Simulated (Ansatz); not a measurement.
Total energies of `[NH2][Hf]1234([OH])([OH])[C@@H]5[C@H]1[C@H]2[C@@]3([SiH3])[C@@H]54`.

```xyz
21

N    -0.417    1.860   -1.132
Hf   -0.244   -0.180   -1.257
O    -1.608   -0.789   -2.503
O     1.390   -0.488   -2.267
C    -1.481   -1.341    0.650
C    -0.318   -2.097    0.380
C     0.799   -1.317    0.741
C     0.346   -0.059    1.215
Si    1.389    1.350    1.820
C    -1.077   -0.095    1.155
H    -0.324    2.441   -1.955
H    -0.600    2.453   -0.339
H    -2.526   -0.883   -2.734
H     2.340   -0.428   -2.272
H    -2.498   -1.657    0.467
H    -0.290   -3.094   -0.037
H     1.832   -1.618    0.639
H     2.597    1.516    0.970
H     1.841    1.108    3.218
H     0.586    2.601    1.807
H    -1.736    0.716    1.433
```

Charge 0, multiplicity 1. Correlated methods include outer-core shells of Hf, which these sets cover unevenly. Hf takes the def2 core potential. All single points use the PBE0-D4/def2-TZVP geometry. It is one conformer, not always the lowest. Basis def2-TZVPP, Ansatz 0.2.0.

RPA on PBE orbitals: Hartree–Fock energy of these orbitals -736.58412 Eh, correlation -3.09299 Eh (frozen core).

```json
{"functional": "r2SCANh", "kind": "meta-GGA hybrid, 10 %", "energy without D4 (Eh)": "-739.99072", "D4 term (kJ/mol)": "-18.0"}
{"functional": "B2PLYP", "kind": "double hybrid", "energy without D4 (Eh)": "-739.71204", "D4 term (kJ/mol)": "–"}
```

**Question.** Give the same for LDA (SPW92), PBE, revPBE, BLYP, r2SCAN, B97M-V, PBE0, B3LYP, r2SCAN0, HSE06 (plane-wave form), BHLYP, CAM-B3LYP, LC-ωPBE, ωB97X-V, ωB97M-V, PBE-QIDH. (Best estimate.)

**Answer.** Ansatz gave: 
```
             functional                                       kind  energy without D4 (Eh)  D4 term (kJ/mol)
            LDA (SPW92)                                        LDA              -735.64289                 –
                    PBE                                        GGA              -739.62702             -60.6
                 revPBE                                        GGA              -740.10114            -159.7
                   BLYP                                        GGA              -740.07181            -126.1
                 r2SCAN                                   meta-GGA              -740.03156             -16.9
                 B97M-V                         meta-GGA with VV10              -740.14372                 –
                   PBE0         global hybrid, 25 % exact exchange              -739.65026             -52.8
                  B3LYP                        global hybrid, 20 %              -740.28517             -96.0
                r2SCAN0                      meta-GGA hybrid, 25 %              -739.93210             -19.8
HSE06 (plane-wave form)                            screened hybrid              -739.62111             -49.7
                  BHLYP                        global hybrid, 50 %              -739.90738             -77.8
              CAM-B3LYP                     range-separated hybrid              -740.02356             -54.5
                LC-ωPBE                long-range corrected hybrid              -739.91955                 –
                ωB97X-V       range-separated hybrid GGA with VV10              -740.06149                 –
                ωB97M-V  range-separated hybrid meta-GGA with VV10              -740.00386                 –
               PBE-QIDH                              double hybrid              -739.44145                 –
```

B3LYP takes the VWN-RPA correlation (the form of Gaussian; ORCA's B3LYP/G). HSE06 is the plane-wave form, built on full-range PBE exchange. The double hybrids freeze the cores in their second-order part.

LC-ωPBE has ω = 0.4 bohr⁻¹.
